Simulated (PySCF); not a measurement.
## Sc (scandium, neutral) across methods

[Ar] 4s2 5s1, 2S determinant (an excited configuration). All numbers are calculated (PySCF 2.14, scalar relativity by spin-free X2C-1e, in x2c-TZVPPall with one added diffuse shell each of s, p, d, f type (7s6p5d3f1g, 80 functions)).

```
method  E (hartree)  mean ε 4s α (eV)  mean ε 4s β (eV)  mean ε 5s α (eV)  Σ⟨r²⟩ (bohr²)   ⟨S²⟩
   M06     -763.938            -8.868            -8.773            -1.680          127.1  0.750
  PW91     -763.960            -8.097            -8.025            -1.566          121.9  0.750
  PBE0     -763.761            -8.782            -8.705            -1.798          124.2  0.750
r2SCAN     -763.885            -8.166            -8.138            -1.490          125.6  0.751
   UHF   -763.08572           -10.172           -10.026            -2.211          130.0  0.750
  MN15     -764.228            -9.066            -8.863            -1.808          113.6  0.750
   PBE     -763.720            -8.055            -7.991            -1.562          122.6  0.750
```

Estimate the same row for LDA.

E (hartree) = -761.959; mean ε 4s α (eV) = -8.158; mean ε 4s β (eV) = -8.096; mean ε 5s α (eV) = -1.530; Σ⟨r²⟩ (bohr²) = 118.6; ⟨S²⟩ = 0.750.

The outer electron is Rydberg-like, and this basis confines it to a smaller radius and binds it less than a complete one would.
